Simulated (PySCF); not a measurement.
Predicted microwave data (PBE0-D3(BJ)/def2-SVP geometry optimisation, gas phase in PySCF 2.14.0) for one isomer of C2H8FNSi:

```
Rotational constants : A = 5312, B = 2658, C = 2490 MHz
Dipole components    : |μa| = 0.81 D, |μb| = 0.70 D, |μc| = 0.25 D
Inertial defect      : -82.33 u·Å²
κ                    : -0.88
```

**Question.** Which structure is it? (One computed conformer of each.)
A. `[CH3:1][C@H:2]([F:3])[SiH2:4][NH2:5]` with C1–C2–Si4–N5 63°, C2–Si4–N5–H -172° and 49°
B. `[CH3:1][N:2]([CH3:3])[SiH2:4][F:5]` with C1–N2–Si4–F5 82°
C. `[CH3:1][NH:2][Si@H:3]([CH3:4])[F:5]` with C1–N2–Si3–C4 42°

**Answer.** A. It is C[C@H](F)[SiH2]N, an asymmetric top, point group C1. The candidates at the same level (rigid rotor, commonest isotopes):

| SMILES | A (MHz) | B (MHz) | C (MHz) | μa (D) | μb (D) | μc (D) | Δ (u·Å²) | point group | rotor |
| --- | --- | --- | --- | --- | --- | --- | --- | --- | --- |
| C[C@H](F)[SiH2]N | 5312 | 2658 | 2490 | 0.81 | 0.70 | 0.25 | -82.33 | C1 | asymmetric top |
| CN(C)[SiH2]F | 6265 | 2524 | 2221 | 2.02 | 0.00 | 0.51 | -53.40 | Cs | asymmetric top |
| CN[Si@H](C)F | 5097 | 2840 | 2269 | 1.74 | 1.03 | 0.42 | -54.39 | C1 | asymmetric top |

`CN[Si@H](C)F` has C 9 % too low; `CN(C)[SiH2]F` has A 18 % too high. No structure here is proved a minimum.
